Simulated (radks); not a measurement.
Initial-state core-level shifts of the gallium ion Ga+ when its valence configuration changes from [Ar] 3d10 4s2. Calculated with a radial shooting solver on a logarithmic mesh with Libxc functionals: scalar-relativistic Kohn-Sham, BLYP, spin-polarised, spherical densities, finite nucleus; open shells are filled with parallel spins first; Fermi nuclear charge, rms radius 3.9973 fm. Shifts are changes of the shell-averaged eigenvalues in eV (positive: less bound); the change of the density at the nucleus, which sets a Mossbauer isomer shift, is in e/bohr^3, on a base of 2.857e+04.

| valence | 1s | 2s | 3s | 3p | density at nucleus |
|---|---|---|---|---|---|
| 3d9 4s2 4p1 | -10.878 | -11.844 | -10.283 | -10.071 | +9.537 |
| 3d9.5 4s2 4p0.5 | -5.337 | -5.790 | -5.091 | -4.989 | +4.618 |
| 3d9 4s1.5 4p1.5 | -11.590 | -12.534 | -10.996 | -10.780 | +1.258 |
| 3d10 4p2 | -3.435 | -3.274 | -3.424 | -3.417 | -29.279 |
| 3d8.5 4s2 4p1.5 | -16.622 | -18.158 | -15.566 | -15.239 | +14.734 |
| 3d9.5 4s1 4p1.5 | -6.829 | -7.224 | -6.590 | -6.481 | -10.858 |
| 3d10 4s1 4p1 | -1.674 | -1.596 | -1.676 | -1.672 | -14.056 |
| 3d7.5 4s2 4p2.5 | -28.710 | -31.538 | -26.365 | -25.801 | +25.899 |
| 3d8 4s2 4p2 | -22.567 | -24.725 | -20.930 | -20.485 | +20.192 |
